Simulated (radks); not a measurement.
The numbers below are computed, except where a source is named.
Isoelectronic series with 33 electrons, all held in the configuration [Ar] 3d10 4s2 4p3, which need not be the ground one along the series. Code: a radial shooting solver on a logarithmic mesh with Libxc functionals. Model: Dirac Kohn-Sham, PBE, spin-unpolarised, spherical densities, point nucleus; open shells fill j = l - 1/2 first. Total energies (hartree) and orbital eigenvalues (eV):

| ion | E (hartree) | 4p3/2 | 4p1/2 |
|---|---|---|---|
| As | -2260.93798 | -5.0473 | -5.3184 |
| Se+ | -2429.72860 | -15.1918 | -15.6329 |
| Br2+ | -2605.31663 | -27.9313 | -28.5779 |
| Kr3+ | -2787.69879 | -42.9356 | -43.8265 |
| Rb4+ | -2976.88300 | -60.0405 | -61.2182 |
| Sr5+ | -3172.88374 | -79.1489 | -80.6594 |
| Zr7+ | -3585.41426 | -123.1417 | -125.4726 |
| Nb8+ | -3801.99160 | -147.9507 | -150.7778 |
| Mo9+ | -4025.47957 | -174.6008 | -177.9878 |
| Tc10+ | -4255.90780 | -203.0742 | -207.0898 |
| Ru11+ | -4493.30785 | -233.3574 | -238.0754 |
| Rh12+ | -4737.71314 | -265.4399 | -270.9395 |
| Pd13+ | -4989.15884 | -299.3133 | -305.6798 |
| Ag14+ | -5247.68184 | -334.9714 | -342.2957 |
